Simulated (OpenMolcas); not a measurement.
## Ru²⁺: from CASSCF to CASPT2

* Program: OpenMolcas 26.06
* Basis: ANO-RCC-VDZ [6s5p3d]
* Scalar Hamiltonian: DKH3, point nucleus
* Active space: 6 electrons in 5 orbitals (4d)
* State averaging: 2S+1 = 5 even, 5 roots; 2S+1 = 3 even, 45 roots (30 in the spin-orbit step); 2S+1 = 1 even, 50 roots (22 in the spin-orbit step)
* Spin-orbit coupling: RASSI with atomic mean-field integrals over the reference wave functions, term energies averaged over their components

Methods on the same reference wave functions:
A. CASSCF
B. SS-CASPT2, IPEA 0.25 Eh, imaginary shift 0.1 Eh (closed shells correlated: 4s 4p)

Energies in cm⁻¹ above 4d⁶ ⁵D₄, the measured ground level; measured values from Moore, Atomic Energy Levels, vol. III, NSRDS-NBS 35 (1971 reprint of NBS Circular 467, 1958).

```tsv
Level	A	B	Measured
4d⁶ ⁵D₄	0.0	0.0	0.0
4d⁶ ⁵D₃	1238	1256	1159
4d⁶ ⁵D₂	1991	1974	1826
4d⁶ ⁵D₁	2447	2410	2266
4d⁶ ⁵D₀	2664	2620	2476
4d⁶ ³H₆	17427	18020	
4d⁶ ³H₅	17836	18240	
4d⁶ ³H₄ [72 %]	17862	19030	
4d⁶ ³P₂	18768	14630	
4d⁶ ³F₃	20331	18240	
4d⁶ ³F₂	21131	18860
```

Deviations, from unrounded energies. A percentage is the sum of absolute deviations over the sum of measured energies, with the sign that they share, or ± where signs differ.

```json
{"Against measurement": "mean absolute deviation (cm-1)", "Levels": "4", "A": "150", "B": "130"}
{"Against measurement": "fine structure of the ground term (%)", "Levels": "4", "A": "+7.9", "B": "+6.9"}
```

B lies closest to measurement on these levels. The largest miss of B in the table is 4d⁶ ⁵D₂, by +150 cm-1. The ranking rests on the paired levels alone, and a cruder setting can come out closer through cancelling errors.

From A to B the spin-free energies of the other terms of 4d⁶ shown, above ⁵D, scale by factors of 0.78 to 1.03.

The lowest spin-free term lies below A's lowest term by 0.104 hartree in B.

CASPT2 breaks the degeneracy within a term, and the mean is taken; among the terms shown or strongly mixed into the levels shown the widest spread is 93 cm-1 (4d⁶ ³F, B). Some high roots are left out of the spin-orbit mixing, which shifts the levels that they would mix with. Levels of configurations with an s electron are missing; early in the row they begin among the upper levels of the d shell and mix with terms of their name. Without dynamic correlation excited terms often stand tens of per cent too high (terms of higher spin than the ground term too low), and those without a measured partner can miss by more than the paired ones (holds for A). Measured partners are found by configuration, term and J. A level has none where our copy of the source lacks it or the pairing is in doubt (some pairs that miss far off the trend of their configuration count as doubtful), and it then counts in no deviation. Only configurations of the active space appear. Levels that lie high or do not pair safely by name in every column are left out.

A share in square brackets marks a mixed level and gives the weight of the term that names it, the lowest over the columns.
